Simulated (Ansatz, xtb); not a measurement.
## Two isomers of H3NSiSn

We compare I, `[SiH3][N]=[Sn]`, a singlet, with II, `[NH]1[SiH2][Sn]1`, a singlet. Both are isolated molecules in the gas phase, relaxed with PBE0-D3(BJ)/def2-SVP.

I (Å):

```xyz
6

N    -0.3638   -2.1631   -2.1146
Si    0.1512   -1.8203   -0.5153
Sn   -0.9260   -2.5368   -3.8577
H     0.6948   -0.4268   -0.3943
H     1.2339   -2.7582   -0.0682
H    -0.9751   -1.9431    0.4686
```

II (Å):

```xyz
6

N     0.0471   -1.1904   -1.7489
Si   -0.0324   -2.4495   -0.5412
Sn   -1.1918   -2.4270   -2.8414
H     0.4969   -0.2851   -1.8463
H     1.2683   -3.1292   -0.2313
H    -0.6726   -2.0583    0.7576
```

Energies in hartree; the thermal terms are from PBE0-D3(BJ)/def2-SVP harmonic frequencies (ideal gas, rigid rotor, one conformer each, 298.15 K, 1 atm) and include the zero-point energy:

|  | I | II |
| --- | --- | --- |
| E, CCSD(T)/def2-TZVPP | −559.193466 | −559.187297 |
| zero-point energy | 0.028830 | 0.031495 |
| H(298 K) − E | 0.034673 | 0.036818 |
| G(298 K) − E | 0.000430 | 0.002913 |

Task: Work out ΔE, ΔE₀, ΔH and ΔG for I → II in kcal/mol (1 Eh = 627.51 kcal/mol) and the equilibrium ratio [II]/[I].

Result: 1. ΔE = −559.187297 − (−559.193466) = +0.006169 Eh = +3.87 kcal/mol.
2. ΔE₀ = ΔE + ΔZPE = +0.006169 + (+0.002665) Eh = +5.54 kcal/mol.
3. ΔH = ΔE + (+0.002145) Eh = +5.22 kcal/mol.
4. ΔG = ΔE + (+0.002483) Eh = +5.43 kcal/mol, so ΔS = (ΔH − ΔG)/T = −3.0 J/(mol K).
5. kT = 0.9442 mEh, so K = [II]/[I] = exp(−ΔG/kT) = exp(−9.16) ≈ 1.0 × 10^−4.

Structure I is favoured at this temperature. An error of 1 kcal/mol in ΔG would change K by a factor of 5.4. PBE0-D3(BJ)/def2-SVP gave ΔE the other sign. Large T1 diagnostics make the coupled-cluster value less sure. Mirror images and further conformers aren't counted.

As drawn, II has 1 Si–Sn, 1 N–Sn, 1 N–H in place of 1 N=Sn, 1 Si–H. Structure I has no ring, II a 3-membered ring.

Other levels gave ΔE = +17.5 (GFN2-xTB); +3.2 (HF/STO-3G, GFN2-xTB geometries); +0.6 (r2SCAN-D4/def2-SVP, GFN2-xTB geometries); −4.4 (PBE0-D3(BJ)/def2-SVP); +2.5 (HF/def2-TZVPP); +8.0 (MP2/def2-TZVPP) kcal/mol. The correlated steps freeze 10 core orbitals; the filled d shell of Sn is correlated, in a basis made for valence electrons. Atoms past krypton carry core potentials in the def2 sets, without spin–orbit terms. Programs: Ansatz 0.2.0, xtb 6.7.1.
